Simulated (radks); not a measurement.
Values are calculated unless marked as measured or tabulated.
Species: the calcium ion Ca4+. Configuration: [Ne] 3s2 3p4.

Code: a radial shooting solver on a logarithmic mesh with Libxc functionals. Model: scalar-relativistic Kohn-Sham, r2SCAN, spin-polarised, spherical densities, finite nucleus; open shells are filled with parallel spins first; meta-GGA in the generalised Kohn-Sham scheme; Fermi nuclear charge, rms radius 3.4776 fm.

Energy parts (eV):
| part | energy |
|---|---|
| total | -18381.288 |
| kinetic | 18510.276 |
| electron-nucleus | -42776.431 |
| Hartree | 6826.855 |
| exchange-correlation | -941.987 |

Orbitals (lengths in bohr, moments of r in powers of bohr; r(max) is where P^2 peaks; r(90%) holds 90 % of the orbital's charge):
1s up: occ. 1; eigenvalue (eV) -4027.540; <1/r> 19.74; <r^2> 0.007948; r(max) 0.05029; r(90%) 0.137
1s down: occ. 1; eigenvalue (eV) -4026.566; <1/r> 19.74; <r^2> 0.007944; r(max) 0.05029; r(90%) 0.137
2s up: occ. 1; eigenvalue (eV) -478.7288; <1/r> 4.073; <r^2> 0.1556; r(max) 0.2991; r(90%) 0.564
2s down: occ. 1; eigenvalue (eV) -478.2781; <1/r> 4.069; <r^2> 0.1554; r(max) 0.2993; r(90%) 0.563
2p up: occ. 3; eigenvalue (eV) -397.2485; <1/r> 3.962; <r^2> 0.1318; r(max) 0.2462; r(90%) 0.538
2p down: occ. 3; eigenvalue (eV) -396.2461; <1/r> 3.958; <r^2> 0.1317; r(max) 0.2466; r(90%) 0.538
3s up: occ. 1; eigenvalue (eV) -100.8639; <1/r> 1.274; <r^2> 1.369; r(max) 0.9680; r(90%) 1.62
3s down: occ. 1; eigenvalue (eV) -96.4895; <1/r> 1.263; <r^2> 1.395; r(max) 0.9717; r(90%) 1.64
3p up: occ. 3; eigenvalue (eV) -79.6838; <1/r> 1.174; <r^2> 1.545; r(max) 1.004; r(90%) 1.74
3p down: occ. 1; eigenvalue (eV) -75.4690; <1/r> 1.162; <r^2> 1.585; r(max) 1.009; r(90%) 1.77

The highest occupied level is 3p down at -75.469 eV. Spin moment in Bohr magnetons: 2. The electron density at the nucleus is 6191 e/bohr^3 (large components only).
